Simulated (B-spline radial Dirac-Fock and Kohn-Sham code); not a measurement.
## X-ray form factors of sulfur in several charge states

Method: configuration-average Dirac-Fock orbitals. Computed with a radial B-spline solver.

Configurations: S [Ne] 3s2 3p4; S²⁺ [Ne] 3s2 3p2; S³⁺ [Ne] 3s2 3p1; S⁵⁺ [Ne] 3s1; S⁷⁺ [He] 2s2 2p5; S⁸⁺ [He] 2s2 2p4. The first column is f₀ of S, the others are differences from it.

```
s (Å⁻¹)       S   Δ S²⁺   Δ S³⁺   Δ S⁵⁺   Δ S⁷⁺   Δ S⁸⁺
      0  16.000  -2.000  -3.000  -5.000  -7.000  -8.000
    0.1  14.175  -1.182  -1.895  -3.477  -5.293  -6.271
    0.2  11.106  -0.184  -0.419  -1.172  -2.562  -3.477
    0.3   9.038  +0.088  +0.095  -0.058  -1.019  -1.839
    0.4   7.856  +0.057  +0.100  +0.168  -0.494  -1.199
    0.5   7.018  +0.008  +0.026  +0.101  -0.387  -0.972
    0.7   5.505  -0.017  -0.029  -0.043  -0.352  -0.715
    0.9   4.138  -0.012  -0.024  -0.062  -0.247  -0.449
    1.1   3.091  -0.007  -0.016  -0.043  -0.137  -0.241
    1.4   2.132  -0.004  -0.009  -0.017  -0.041  -0.074
```
